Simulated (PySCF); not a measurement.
C₂H₇NSi₂, SMILES [SiH2]1[C@@H]([SiH3])N=C1. Atoms are numbered in the order given.

```xyz
12

Si     1.7364     0.7164     0.2988
C      0.3784    -0.5852     0.1912
N     -0.6679    -0.3571     1.2410
C     -1.7334    -0.0721     0.5758
Si    -0.9756    -0.3338    -1.1294
H      1.1224     2.0674     0.1387
H      2.4582     0.6546     1.6016
H      2.7090     0.4928    -0.8131
H      0.8243    -1.5896     0.2855
H     -2.6717     0.1795     1.0896
H     -1.4289    -1.5327    -1.8914
H     -0.8603     0.8169    -2.0726
```
Charge 0, spin multiplicity 1.

The structure is a stationary point at ωB97X-D3(BJ)/def2-SVP. The structure was generated by enumeration; whether it is a known compound was not checked.

Two levels are set side by side: PBE/pcSseg-1 (PySCF) and HF/pcSseg-1 (PySCF). GIAO shifts against NH3 (¹⁵N), TMS (²⁹Si), TMS (¹H), TMS (¹³C) at the same level; non-relativistic, no solvent, atoms listed together averaged. Differences are taken from unrounded values.

```
quantity                 HF
--------------------  -----
δ(²⁹Si) of Si1 (ppm)  -52.5
δ(¹³C) of C2 (ppm)     42.4
δ(¹⁵N) of N3 (ppm)    565.4
δ(¹³C) of C4 (ppm)    204.4
δ(²⁹Si) of Si5 (ppm)  -16.0
δ(¹H) of H9 (ppm)      3.66
δ(¹H) of H10 (ppm)     9.50
```

Q: What does PBE give, and how far is it from HF? (An estimate is asked for; the answer gives what the named calculation found.)

A: 
```
quantity                PBE  PBE minus HF
--------------------  -----  ------------
δ(²⁹Si) of Si1 (ppm)  -63.3         -10.8
δ(¹³C) of C2 (ppm)     48.2           5.8
δ(¹⁵N) of N3 (ppm)    544.7         -20.7
δ(¹³C) of C4 (ppm)    192.9         -11.5
δ(²⁹Si) of Si5 (ppm)   -8.2           7.8
δ(¹H) of H9 (ppm)      4.04          0.38
δ(¹H) of H10 (ppm)     8.94         -0.56
```

Rough cost on one machine, each run with all the roots and properties that it gave: HF against PBE within a factor of 2.
